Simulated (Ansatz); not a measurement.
Consider the silylene formation by 1,1-elimination: `C[SiH](F)CS` → `CCS` + `F[SiH]`.

Gas-phase electronic energies from Ansatz, PBE0-D4/def2-TZVP geometries. CCSD(T)/CBS adds triple-zeta CCSD(T) − MP2 to the extrapolated MP2 energy (def2 sets, frozen cores). This one scheme is used for every species. Each species was taken in one conformer, which may not be the lowest.

| species | CCSD(T)/CBS(def2) energy (Eh) |
| --- | --- |
| `C[SiH](F)CS` | -867.05192 |
| `CCS` | -477.49091 |
| `F[SiH]` | -389.46371 |

Work out ΔE.

ΔE = (-477.49091) + (-389.46371) − (-867.05192) = 0.09730 Eh = +255.5 kJ/mol.

Largest T1 diagnostic among the species: 0.015.

From PBE to PBE0 (25 % exact exchange), in def2-TZVPP and without D4, ΔE moves by +14.5 kJ/mol. In def2-TZVPP, CCSD(T) changes the Hartree–Fock value by +13.9 kJ/mol (the triples alone add +3.4 kJ/mol) and MP2 by +32.9 kJ/mol.
